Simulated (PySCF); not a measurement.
A side-by-side comparison of computed properties.

First species: Zr(OMe)2Cl2, C2H6Cl2O2Zr (singlet state).
SMILES: `C[O][Zr]([Cl])([Cl])[O]C`

Second species: C6H9NS2Si.
SMILES: `N#C[Si]1(C2CC2)SCCS1`

Levels: wB97X-D/def2-SVPD for HOMO energy, LUMO energy, HOMO–LUMO gap and static isotropic polarisability; TDDFT wB97X-D/def2-SVPD for lowest singlet excitation; TDA wB97X-D/def2-SVPD for lowest triplet excitation (Tamm–Dancoff); ΔSCF wB97X-D/def2-SVPD for vertical ionisation energy. Geometries: PBE0-D3(BJ)/def2-SVP. All species are isolated and taken at one optimised geometry (atoms past krypton carry core potentials, spin–orbit coupling is left out); the electronic structure was computed with PySCF and density fitting.

Task: Which of the two has the higher S1 energy, and by how much?

Result: The first: 6.30 eV against 5.29 eV, a difference of 1.01 eV.

Task: Which has the higher vertical ionisation energy?

Result: The first: 10.66 eV against 9.33 eV, a difference of 1.33 eV.

Task: Which of the two has the higher HOMO–LUMO gap, and by how much?

Result: The first: 11.05 eV against 9.90 eV, a difference of 1.15 eV.

Task: Which has the higher T1 energy?

Result: The first: 6.09 eV against 4.99 eV, a difference of 1.10 eV.

Task: Which of the two has the higher HOMO energy, and by how much?

Result: The second: -9.18 eV against -10.56 eV, a difference of 1.38 eV.

Task: Which has the higher static isotropic polarisability?

Result: The second: 132.0 au against 103.6 au, a difference of 28.4 au.

Task: Which of the two has the higher LUMO energy, and by how much?

Result: The second: 0.72 eV against 0.49 eV, a difference of 0.23 eV.

On the first: The vertical singlet–triplet gap S1 − T1 is 0.21 eV (TDDFT singlet less Tamm–Dancoff triplet). The principal polarisabilities are 100.5, 101.7 and 108.7 au; their mean is the isotropic value. Atoms past krypton carry effective core potentials; spin–orbit coupling is left out.

On the second: The polarisability is 19.56 Å³ as a volume (1 au = 0.148185 Å³), or 1.35 au for each of the 98 electrons. No computed singlet falls in the visible range (750 to 380 nm, 1.65 to 3.26 eV); S1 lies 2.03 eV above its blue end.
